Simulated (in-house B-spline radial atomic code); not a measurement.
Values are calculated unless marked as measured or tabulated.
**Ghost states of the separable form: Hf**

Hf, [Xe] 4f14 5d2 6s2, non-relativistic PBE (a model for so heavy an element), spherical and spin-unpolarised, from an all-electron radial atomic-structure program (B-spline basis) (atomic units; all potentials screened as in the neutral atom).

Troullier-Martins channels: 6s (ε = -0.1613, r_c = 3.143 bohr), 5p (ε = -1.2408, r_c = 1.373 bohr), 5d (ε = -0.1367, r_c = 1.853 bohr), 4f (ε = -0.8627, r_c = 1.677 bohr). In the Kleinman-Bylander form one channel serves as the local potential, and each other channel l becomes |δV u><u δV|/<u|δV|u>, with δV = V_l − V_local and u the pseudo-orbital. Its strength is E_KB = <u|δV²|u>/<u|δV|u>. By the analysis of Gonze, Stumpf and Scheffler a spurious state lies below the reference level ε if E_KB > 0 and ε is above the second level of the local potential alone, or if E_KB < 0 and ε is above its first. The table's levels are those of angular momentum l in a sphere of 9 bohr, whose wall can lift a shallow ε a little above its free-atom value.

```json
{"local": "d", "channel": "s", "<u δV u>": "0.14682", "<u δV² u>": "0.31962", "ε": "-0.1595", "first local level": "-2.8984", "second local level": "-0.4127"}
{"local": "d", "channel": "f", "<u δV u>": "-12.318", "<u δV² u>": "238.06", "ε": "-0.8627", "first local level": "0.1865", "second local level": "0.4560"}
{"local": "d", "channel": "p", "<u δV u>": "0.023265", "<u δV² u>": "0.71462", "ε": "-1.2408", "first local level": "-1.3626", "second local level": "-0.0630"}
{"local": "s", "channel": "d", "<u δV u>": "-1.3845", "<u δV² u>": "4.6312", "ε": "-0.1364", "first local level": "0.0614", "second local level": "0.3164"}
{"local": "s", "channel": "f", "<u δV u>": "-17.691", "<u δV² u>": "412.12", "ε": "-0.8627", "first local level": "0.1911", "second local level": "0.4925"}
{"local": "s", "channel": "p", "<u δV u>": "-3.2276", "<u δV² u>": "13.335", "ε": "-1.2408", "first local level": "-0.0675", "second local level": "0.1889"}
{"local": "f", "channel": "d", "<u δV u>": "0.071817", "<u δV² u>": "5.1005", "ε": "-0.1364", "first local level": "-8.9989", "second local level": "0.0122"}
{"local": "f", "channel": "s", "<u δV u>": "0.15432", "<u δV² u>": "0.918", "ε": "-0.1595", "first local level": "-25.7603", "second local level": "-8.6081"}
{"local": "f", "channel": "p", "<u δV u>": "0.99603", "<u δV² u>": "33.14", "ε": "-1.2408", "first local level": "-17.5149", "second local level": "-1.8459"}
{"local": "p", "channel": "d", "<u δV u>": "0.017277", "<u δV² u>": "0.14532", "ε": "-0.1364", "first local level": "-0.1633", "second local level": "0.1144"}
{"local": "p", "channel": "s", "<u δV u>": "0.14601", "<u δV² u>": "0.31663", "ε": "-0.1595", "first local level": "-2.1224", "second local level": "-0.1830"}
{"local": "p", "channel": "f", "<u δV u>": "-14.208", "<u δV² u>": "327.07", "ε": "-0.8627", "first local level": "0.1864", "second local level": "0.4545"}
```

(1) Apply the rule to each row.

Diagonalising the separable Hamiltonian gives:

```csv
local,channel,three lowest levels,"all-electron, two lowest valence levels"
d,s,"-1.6773, -0.1595, 0.1217","-0.1595, 0.1228"
d,f,"-0.8627, 0.1877, 0.4664","-0.8627, 0.1874"
d,p,"-1.2408, -0.0426, 0.2174","-1.2408, -0.0437"
s,d,"-0.1364, 0.1221, 0.4421","-0.1364, 0.1199"
s,f,"-0.8627, 0.1914, 0.4946","-0.8627, 0.1874"
s,p,"-1.2408, -0.0220, 0.2551","-1.2408, -0.0437"
f,d,"-0.1364, 0.1200, 0.4294","-0.1364, 0.1199"
f,s,"-22.6436, -6.8874, -0.1595","-0.1595, 0.1228"
f,p,"-3.2450, -1.2408, -0.0397","-1.2408, -0.0437"
p,d,"-0.1364, 0.1199, 0.4283","-0.1364, 0.1199"
p,s,"-0.3878, -0.1595, 0.1246","-0.1595, 0.1228"
p,f,"-0.8627, 0.1877, 0.4658","-0.8627, 0.1874"
```

(2) Which choices of local channel are safe?

Results:

(1) Local d, channel s: E_KB = +2.18, so ε = -0.1595 is set against -0.4127: a ghost. Local d, channel f: E_KB = -19.3, so ε = -0.8627 is set against 0.1865: no ghost. Local d, channel p: E_KB = +30.7, so ε = -1.2408 is set against -0.0630: no ghost. Local s, channel d: E_KB = -3.34, so ε = -0.1364 is set against 0.0614: no ghost. Local s, channel f: E_KB = -23.3, so ε = -0.8627 is set against 0.1911: no ghost. Local s, channel p: E_KB = -4.13, so ε = -1.2408 is set against -0.0675: no ghost. Local f, channel d: E_KB = +71, so ε = -0.1364 is set against 0.0122: no ghost. Local f, channel s: E_KB = +5.95, so ε = -0.1595 is set against -8.6081: a ghost. Local f, channel p: E_KB = +33.3, so ε = -1.2408 is set against -1.8459: a ghost. Local p, channel d: E_KB = +8.41, so ε = -0.1364 is set against 0.1144: no ghost. Local p, channel s: E_KB = +2.17, so ε = -0.1595 is set against -0.1830: a ghost. Local p, channel f: E_KB = -23, so ε = -0.8627 is set against 0.1864: no ghost.

(2) Free of ghosts: s. With d local the s channel has a ghost 1.52 hartree below ε, since the local potential binds more than one state below ε, and a repulsive term of rank one raises each level at most to the next, so it clears only one of them. With f local the s channel has two ghosts, the lowest 22.48 hartree below ε, since the local potential binds more than one state below ε, and a repulsive term of rank one raises each level at most to the next, so it clears only one of them. With f local the p channel has a ghost 2.00 hartree below ε, since the local potential binds more than one state below ε, and a repulsive term of rank one raises each level at most to the next, so it clears only one of them. With p local the s channel has a ghost 0.23 hartree below ε, since the local potential binds more than one state below ε, and a repulsive term of rank one raises each level at most to the next, so it clears only one of them. Among the safe choices the second level, which tests transfer, is off by at most 21.6 millihartree (s local).
